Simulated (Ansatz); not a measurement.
Frontier orbitals of ClF2HSeZr (`[F][Zr]([F])([Cl])[SeH]`).

```tsv
atom	x (Å)	y (Å)	z (Å)
F1	1.1423	1.4054	0.8170
Zr2	-0.2610	0.1912	0.4851
F3	-0.8800	-0.6420	2.0552
Cl4	-2.0083	1.3392	-0.5563
Se5	0.6191	-1.6686	-1.0490
H6	1.3880	-0.6252	-1.7520
```

Charge 0, multiplicity 1. Correlated methods include outer-core shells of Se, Zr, which these sets cover unevenly. Scalar relativity is left out up to krypton. Zr takes the def2 core potential. All single points use the PBE0-D4/def2-TZVP geometry. It is one conformer, not always the lowest. Basis def2-TZVPP, the Gaussian-basis code of Ansatz.

```
functional  HOMO (eV)  LUMO (eV)
   ωB97M-V      -9.85      -0.03
```

(1) Give HOMO and LUMO (eV) with LDA (SPW92), PBE, revPBE, BLYP, r2SCAN, B97M-V, PBE0, B3LYP, r2SCANh, r2SCAN0, HSE06 (plane-wave form), BHLYP, CAM-B3LYP, LC-ωPBE, ωB97X-V, HF. (Estimate.)

Results:

(1) Computed: 
| functional | HOMO | LUMO |
| --- | --- | --- |
| LDA (SPW92) | -6.83 | -3.24 |
| PBE | -6.64 | -2.98 |
| revPBE | -6.58 | -2.88 |
| BLYP | -6.47 | -2.86 |
| r2SCAN | -6.93 | -2.84 |
| B97M-V | -6.94 | -2.79 |
| PBE0 | -7.78 | -2.15 |
| B3LYP | -7.54 | -2.37 |
| r2SCANh | -7.35 | -2.52 |
| r2SCAN0 | -7.97 | -2.05 |
| HSE06 (plane-wave form) | -7.39 | -2.53 |
| BHLYP | -8.75 | -1.16 |
| CAM-B3LYP | -9.01 | -1.03 |
| LC-ωPBE | -10.33 | 0.11 |
| ωB97X-V | -9.99 | 0.04 |
| HF | -10.26 | 1.27 |

B3LYP here is the variant with VWN-RPA as its local correlation; programs differ in this. LC-ωPBE has ω = 0.4 bohr⁻¹.
